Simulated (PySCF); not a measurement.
## Working with the constants of RbC

UHF-CCSD(T) constants of RbC, ⁴Σ⁻ (quartet), unpaired electrons σ ↑, π ↑↑ (PySCF, scalar-relativistic core potentials, basis sets Rb def2-TZVPP with ECP28, C def2-TZVPP; masses 84.9118 and 12.0000 u):

```
ωe           : 324.3 cm⁻¹
ωexe         : 1.9 cm⁻¹
Be           : 0.21964 cm⁻¹
αe           : 0.00186 cm⁻¹
De to Rb + C : 1.89 eV
```

Problem. What force constant and bond length do these constants imply?

Solution. Reduced mass μred = 10.514 u; k = 5.8918×10⁻⁷·μred·ωe² (u, cm⁻¹, mdyn/Å) = 0.652 mdyn/Å; Re = √(16.8576/(μred·Be)) (u, cm⁻¹, Å) = 2.702 Å.

Problem. Estimate the centrifugal constant D from the Kratzer relation and find the Dunham coefficient a1.

Solution. D = 4Be³/ωe² = 4.03e-07 cm⁻¹; a1 = −1 − αeωe/(6Be²) = -3.08.

Correlated steps freeze 1 core orbital. Spin–orbit coupling is left out. The state was picked by a PBE0 search and need not be the measured ground state.
